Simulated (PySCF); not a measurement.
Delta-SCF ions had no search for a lower state. Excitations are Tamm–Dancoff values on a coarser integration grid. The basis has no diffuse functions, so Rydberg states are missing or too high.

## C$_{10}$H$_{8}$SSi, SMILES `C#Cc1cc([SiH3])cc2sccc12` (charge 0, multiplicity 1)

Level of theory: PBE-D3(BJ)/def2-TZVP // PBE-D3(BJ)/def2-SVP in PySCF.

```yaml
HOMO: -5.54 eV
dipole_moment: 1.24 D
HOMO–LUMO gap: 3.13 eV
LUMO: -2.41 eV
S1 excitation (TDA): 3.82 eV
S1 oscillator strength: 0.122
brightest of the four lowest singlets (TDA): 4.61 eV
T1 excitation (TDA): 2.78 eV
S1–T1 gap (TDA): 1.05 eV
vertical ionisation energy (Delta-SCF): 7.71 eV
total_energy: -1072.8672 Ha
cost: around 26 core-minutes (rough)
```

```xyz
20

C      1.6907     3.3675    -0.2750
C      1.1153     2.2881    -0.1861
C      0.4591     1.0251    -0.0824
C     -0.9453     0.9355    -0.0239
C     -1.6209    -0.3075     0.0791
Si    -3.5059    -0.3595     0.1590
C     -0.8715    -1.4985     0.1247
C      0.5304    -1.4256     0.0675
S      1.6557    -2.7691     0.1083
C      3.0141    -1.6819    -0.0102
C      2.6478    -0.3590    -0.0786
C      1.2232    -0.1830    -0.0357
H      2.1895     4.3232    -0.3531
H     -1.5193     1.8740    -0.0614
H     -4.1124     0.3005    -1.0513
H     -4.0140     0.3647     1.3781
H     -3.9521    -1.7952     0.2170
H     -1.3725    -2.4755     0.2036
H      4.0296    -2.0977    -0.0225
H      3.3584     0.4741    -0.1571
```
Charge 0, spin multiplicity 1.
